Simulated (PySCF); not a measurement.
HC(Cl)(F)CF2OMe, C3H4ClF3O.
Geometry (PBE0-D3(BJ)/def2-TZVP, Å), atoms numbered from 1 in this order:
```xyz
12
C3H4ClF3O angstrom
C     -1.8777    0.2041    0.3206
O     -0.4921    0.5430    0.3536
C      0.3329   -0.3120   -0.2647
F      0.2382   -1.5659    0.2246
F      0.0415   -0.4150   -1.5892
C      1.7703    0.2087   -0.1507
F      2.5836   -0.6093   -0.8516
Cl     2.2883    0.2784    1.5279
H     -2.0514   -0.7531    0.8140
H     -2.2424    0.1690   -0.7070
H     -2.3848    0.9961    0.8654
H      1.8204    1.2155   -0.5659
```

Computed with PBE0-D3(BJ)/def2-TZVP geometry optimisation, gas phase in PySCF.

Masses are those of the commonest isotopes; rigid-rotor values at the optimised geometry. The values belong to one conformer with, in the numbering `[CH3:1][O:2][C:3]([F:4])([F:5])[C@H:6]([F:7])[Cl:8]`, C1–O2–C3–F4 -57°, O2–C3–C6–F7 -176°.

Problem. What are A, B and C (MHz)?

Solution. Ia = 198.96, Ib = 373.88, Ic = 474.23 u·Å²; 505379 MHz·u·Å²/I gives A = 2540, B = 1352, C = 1066 MHz.

Problem. Classify the top.

Solution. An asymmetric top. Ray's parameter κ = (2B − A − C)/(A − C) = -0.612; −1 is the prolate and +1 the oblate limit.

Problem. What does the inertial defect say?

Solution. Not planar: Δ = Ic − Ia − Ib = -98.61 u·Å². For a rigid frame Δ = −2 Σ m c², so Σ m c² = 49.30 u·Å² lies off the ab plane: 4.13 from hydrogen and 45.17 from heavier atoms. The atom farthest from that plane is 1.61 Å away.

Problem. Give the other two planar moments, Paa and Pbb, and the rms extents of the mass along the axes.

Solution. Paa = Σ m a² = (Ib + Ic − Ia)/2 = 324.58 and Pbb = Σ m b² = (Ia + Ic − Ib)/2 = 149.65 u·Å². With the mass M = 147.99 u, the rms extents √(P/M) along a, b and c are 1.48, 1.01, 0.58 Å.

Problem. List the rotational levels J(Ka,Kc) to J = 5 (K).

Solution. Above 0(0,0), as E/k:
J = 1: 1(0,1) 0.116, 1(1,1) 0.173, 1(1,0) 0.187
J = 2: 2(0,2) 0.346, 2(1,2) 0.391, 2(1,1) 0.433, 2(2,1) 0.604, 2(2,0) 0.606
J = 3: 3(0,3) 0.685, 3(1,3) 0.718, 3(1,2) 0.800, 3(2,2) 0.952, 3(2,1) 0.962, 3(3,1) 1.272, 3(3,0) 1.273
J = 4: 4(0,4) 1.130, 4(1,4) 1.150, 4(1,3) 1.286, 4(2,3) 1.414, 4(2,2) 1.444, 4(3,2) 1.740, 4(3,1) 1.742, 4(4,1) 2.184, 4(4,0) 2.184
J = 5: 5(0,5) 1.677, 5(1,5) 1.689, 5(1,4) 1.889, 5(2,4) 1.989, 5(2,3) 2.052, 5(3,3) 2.326, 5(3,2) 2.332, 5(4,2) 2.769, 5(4,1) 2.769, 5(5,1) 3.340, 5(5,0) 3.340
The levels of one J sum to (2J + 1)J(J + 1)(A + B + C)/3.

Problem. Which lines would a microwave search look for?

Solution. The dipole components are |μa| = 1.99 D, |μb| = 1.29 D, |μc| = 1.20 D. Intensities carry the squares of the components, which stand as 1.00 : 0.42 : 0.36 (a : b : c). Some lines, for components of 0.1 D or more:

```
type  branch         J(Ka,Kc)    MHz  lower level (cm⁻¹)
   b       Q  1(1,0) ← 1(0,1)   1474               0.081
   b       Q  2(1,1) ← 2(0,2)   1806               0.240
   c       Q  3(2,2) ← 3(1,2)   3168               0.556
   b       R  2(1,2) ← 1(0,1)   5737               0.081
   b       Q  4(3,1) ← 4(2,2)   6209               1.004
   b       Q  3(3,1) ← 3(2,2)   6684               0.661
   b       Q  5(3,3) ← 5(2,4)   7015               1.383
   a       R  3(1,2) ← 2(1,1)   7650               0.301
   b       R  3(1,3) ← 2(0,2)   7745               0.240
   b       Q  4(4,0) ← 4(3,1)   9219               1.211
   a       R  4(1,3) ← 3(1,2)  10135               0.556
   b       R  5(0,5) ← 4(1,4)  10978               0.800
   b       Q  5(5,0) ← 5(4,1)  11886               1.925
   a       R  5(2,4) ← 4(2,3)  11986               0.983
   b       R  3(3,1) ← 2(2,0)  13890               0.421
   c       R  3(3,0) ← 2(2,0)  13895               0.421
   b       R  4(3,2) ← 3(2,1)  16211               0.669
   c       R  4(3,2) ← 3(2,2)  16433               0.661
   c       R  5(3,3) ← 4(2,3)  19000               0.983
   c       R  5(4,1) ← 4(3,1)  21410               1.211
```

Not checked by PBE0-D3(BJ)/def2-TZVP frequencies. Zero-point vibration and centrifugal distortion are left out. A rigid rotor knows nothing of internal rotation, which can split or shift real lines. Quadrupole hyperfine structure (35Cl) is left out.
